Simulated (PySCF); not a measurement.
AsH₂, SMILES [AsH2], multiplicity 2.

Geometry optimised at PBE0-D3(BJ)/def2-TZVPD. The isomer is the one that the SMILES or the coordinates give; other isomers of the formula were not compared.

Method: PySCF with ωB97X/def2-TZVPD.

The molecule is in vacuum.

Computed frontier levels, dipole moment and polarisability:
```yaml
"α spin, highest occupied and lowest empty level": -9.04 and 1.97 eV
"β spin, highest occupied and lowest empty level": -10.58 and -1.47 eV
dipole_moment: 0.29 D
quadrupole, principal values (traceless, Buckingham form, about the centre of nuclear charge): -0.90, -0.29, 1.19 D·Å
mean_static_polarisability: 34.1 bohr³ (5.05 Å³)
polarisability_principal_values: 31.1, 35.3, 35.9 bohr³
"⟨S²⟩": 0.753 (pure state 0.75)
```
